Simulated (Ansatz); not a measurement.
```yaml
crystal:
  periodic: [false, false, false]
  atoms:
    - {symbol: C, position_ang: [-0.597734, -0.311346, -0.020383]}
    - {symbol: Si, position_ang: [0.662616, 0.517042, 0.496756]}
    - {symbol: Se, position_ang: [-0.369664, 1.185606, -1.683531]}
    - {symbol: H, position_ang: [-0.433317, -1.414928, -1.208128]}
    - {symbol: H, position_ang: [-1.821634, -0.742534, 0.115502]}
    - {symbol: H, position_ang: [0.286371, 1.057586, 2.034686]}
    - {symbol: H, position_ang: [2.131778, -0.344051, 0.350814]}
basis:
  gaussian: {orbitals: 6-31G}
magnetization: {spin_polarized: true, initial_magnetization: 1}
hamiltonian: {xc: {name: wB97M-V}}
scf: {lower_state_search: light}
output: {forces: true}
```

```sh
$ ansatz run in.yaml --threads 2 --pin off --events-out ev --progress --plain --max-ram 4352MiB
```

**Question.** How does Ansatz answer? (An estimate is asked.)

**Answer.** Ansatz gave: The input was rejected before any iteration.
```
Error: a molecule whose nuclei and cores have a total charge of 58 cannot have a net charge of 0 together with 1 unpaired electrons
```
